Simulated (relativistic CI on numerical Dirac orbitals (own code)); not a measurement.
**Cu⁴⁺: calculation against measurement**

Calculated at this level of theory: Dirac-Coulomb-Breit CI, separate exchange-only KLI orbitals for each configuration, QED by a radiative potential, valence Slater integrals scaled by 0.85, P86 correlation energy added to each configuration (own radial code, finite nucleus).

Configuration list (outside the closed core [Ne]): 3s2 3p6 3d7, 3s2 3p6 3d6 4s, 3s2 3p6 3d6 4p, 3s2 3p5 3d8, 3s2 3p6 3d6 4d, 3s2 3p6 3d6 5s, 3s2 3p6 3d6 5p, 3s2 3p6 3d5 4s2, 3s2 3p6 3d6 4f, 3s2 3p6 3d6 5d, 3s2 3p6 3d5 4s 4p, 3s2 3p6 3d6 5g, 3s2 3p4 3d9, 3s 3p6 3d8. Levels of other configurations are missing.

```
 Configuration  Term (tabulated)     J  Measured (cm⁻¹)  Computed  Error  Purity (%)
   3s2 3p6 3d7                4F   9/2              0.0         0      0          99
   3s2 3p6 3d7                4F   7/2           1615.9      1577    -39         100
   3s2 3p6 3d7                4F   5/2           2759.3      2686    -73         100
   3s2 3p6 3d7                4F   3/2           3528.1      3429    -99          99
   3s2 3p6 3d7                4P   5/2          20826.8     19415  -1412          99
   3s2 3p6 3d7                4P   3/2          21065.9     19543  -1523          86
   3s2 3p6 3d7                4P   1/2          21935.1     20463  -1473          94
   3s2 3p6 3d7                2G   9/2          22575.3     21142  -1433          97
   3s2 3p6 3d7                2G   7/2          24099.8     22607  -1493         100
   3s2 3p6 3d7                2P   3/2          27015.9     24508  -2508          73
   3s2 3p6 3d7                2P   1/2          28366.6     25824  -2543          94
   3s2 3p6 3d7                2H  11/2          30401.7     29323  -1079         100
   3s2 3p6 3d7               2D2   5/2          30966.0     27742  -3224          98
   3s2 3p6 3d7                2H   9/2          31823.4     30691  -1132          97
   3s2 3p6 3d7               2D2   3/2          33292.4     30153  -3139          85
   3s2 3p6 3d7                2F   5/2          49490.0     46631  -2859          99
   3s2 3p6 3d7                2F   7/2          50071.9     47202  -2870          99
   3s2 3p6 3d7               2D1   3/2          76838.2     70681  -6157          99
   3s2 3p6 3d7               2D1   5/2          77668.0     71580  -6088          99
3s2 3p6 3d6 4s                6D   9/2         187779.4    191355   3575         100
3s2 3p6 3d6 4s                6D   7/2         188832.7    192391   3558         100
3s2 3p6 3d6 4s                6D   5/2         189586.9    193135   3548         100
3s2 3p6 3d6 4s                6D   3/2         190100.3    193642   3542          99
3s2 3p6 3d6 4s                6D   1/2         190400.3    193939   3539          99
3s2 3p6 3d6 4s                4D   7/2         199441.3    202956   3515          99
3s2 3p6 3d6 4s                4D   5/2         200648.2    204149   3500          99
3s2 3p6 3d6 4s                4D   3/2         201412.8    204907   3495          99
3s2 3p6 3d6 4s                4D   1/2         201849.7    205342   3492          99
3s2 3p6 3d6 4s                4H  13/2         220207.8    220834    626          99
3s2 3p6 3d6 4s                4H  11/2         220622.8    221263    640          97
3s2 3p6 3d6 4s                4H   9/2         220938.1    221618    680          95
3s2 3p6 3d6 4s                4H   7/2         221271.9    221928    656          96
3s2 3p6 3d6 4s                4P   3/2         221664.1    225731   4067          92
3s2 3p6 3d6 4s                4F   9/2         222401.3    224766   2365          88
3s2 3p6 3d6 4s                4F   7/2         222885.7    225282   2396          90
3s2 3p6 3d6 4s                4F   5/2         223214.2    225677   2463          94
3s2 3p6 3d6 4s                4P   1/2         223375.5    227326   3950          97
3s2 3p6 3d6 4s                4F   3/2         223476.5    225996   2519          99
3s2 3p6 3d6 4s              4G †  11/2         226310.8    228676   2365          55
3s2 3p6 3d6 4s                2P   3/2         226888.8    230973   4084          92
3s2 3p6 3d6 4s              4G †   9/2         227542.6    229059   1516          78
3s2 3p6 3d6 4s                4G   7/2         228020.3    229353   1332          85
3s2 3p6 3d6 4s                4G   5/2         228105.3    229437   1332          89
3s2 3p6 3d6 4s                2F   7/2         229587.5    231861   2274          84
3s2 3p6 3d6 4s                2P   1/2         229773.6    233727   3953          95
3s2 3p6 3d6 4s                2F   5/2         230531.7    232964   2432          94
3s2 3p6 3d6 4s                2G   9/2         234036.4    235222   1186          96
3s2 3p6 3d6 4s                2G   7/2         235052.5    236318   1265          92
3s2 3p6 3d6 4s                4D   3/2         236039.8    238200   2160          98
3s2 3p6 3d6 4s                4D   5/2         236058.9    238224   2165          98
3s2 3p6 3d6 4s                4D   1/2         236108.8    238268   2159          98
3s2 3p6 3d6 4s                4D   7/2         236331.2    238458   2126          99
3s2 3p6 3d6 4s                2I  13/2         238233.6    237222  -1011          99
3s2 3p6 3d6 4s                2I  11/2         238305.2    237305  -1000          98
3s2 3p6 3d6 4s                2G   9/2         239540.9    239993    452          97
3s2 3p6 3d6 4s                2G   7/2         239614.5    240105    491          95
3s2 3p6 3d6 4s                2D   5/2         243140.4    245348   2208          99
3s2 3p6 3d6 4s                2D   5/2         246476.5    250327   3851          98
3s2 3p6 3d6 4s                2D   3/2         246624.3    250435   3810          98
3s2 3p6 3d6 4s                2F   7/2         256272.5    258105   1833          97
3s2 3p6 3d6 4s                2F   5/2         256272.9    258123   1850          98
3s2 3p6 3d6 4s                4F   3/2         265691.5    266926   1234          99
3s2 3p6 3d6 4s                4F   9/2         265752.4    266976   1224          99
3s2 3p6 3d6 4s                4F   5/2         265886.0    267122   1236          98
```

Measured levels from Sugar and Musgrove, J. Phys. Chem. Ref. Data 19, 527 (1990); pairs were made by configuration, J and term (by order where the table uses no LS term), so strongly mixed levels may be paired wrongly.

Mean error by configuration (cm⁻¹): 3s2 3p6 3d7 -2175; 3s2 3p6 3d6 4s 2204. Over the excited levels the mean absolute error is 2261 cm⁻¹ (63 of the 63 excited levels that our extract of the source holds in range could be paired), and the median relative error of those above 1,000 cm⁻¹ is 1.7 %. † marks terms whose computed intervals miss the measured ones by more than a factor of 2.5, or configurations far off the rest, from wrong mixing, a near crossing or a doubtful label or measurement; they are left out of the means.
